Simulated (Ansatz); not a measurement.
Consider the cleavage of the Si–Si bond: `[SiH3][SiH]1CO1` + `[SiH3]S` → `[SiH3]S[SiH]1CO1` + SiH₄.

Calculated with Ansatz (gas phase, PBE0-D4/def2-TZVP geometries, no zero-point term in ΔE). CCSD(T)/CBS adds triple-zeta CCSD(T) − MP2 to the extrapolated MP2 energy (def2 sets, frozen cores). This one scheme is used for every species. DFT in def2-TZVPP. B3LYP here is the variant with VWN-RPA as its local correlation; programs differ in this. One conformer a species, not always the lowest.

```json
{"level": "r2SCAN-D4", "ΔE (kJ/mol)": "-69.7"}
{"level": "B3LYP", "ΔE (kJ/mol)": "-63.7"}
{"level": "HF/def2-QZVPP", "ΔE (kJ/mol)": "-74.5"}
{"level": "MP2/def2-QZVPP", "ΔE (kJ/mol)": "-82.7"}
```

(1) What does CCSD(T)/CBS give? (An estimate is asked.)

Largest T1 diagnostic among the species: 0.015.

Results:

(1) Computed: -72.4 kJ/mol. The listed levels differ from it by 2.7, 8.7, -2.1, -10.3 kJ/mol.

The D4 term adds −6.0 kJ/mol with B3LYP and −3.2 kJ/mol with PBE0; it sums over pairs of atoms, weighted by their polarisabilities, and B3LYP, whose exchange is more repulsive, gets the larger term. From PBE to PBE0 (25 % exact exchange), in def2-TZVPP and without D4, ΔE moves by −4.7 kJ/mol.
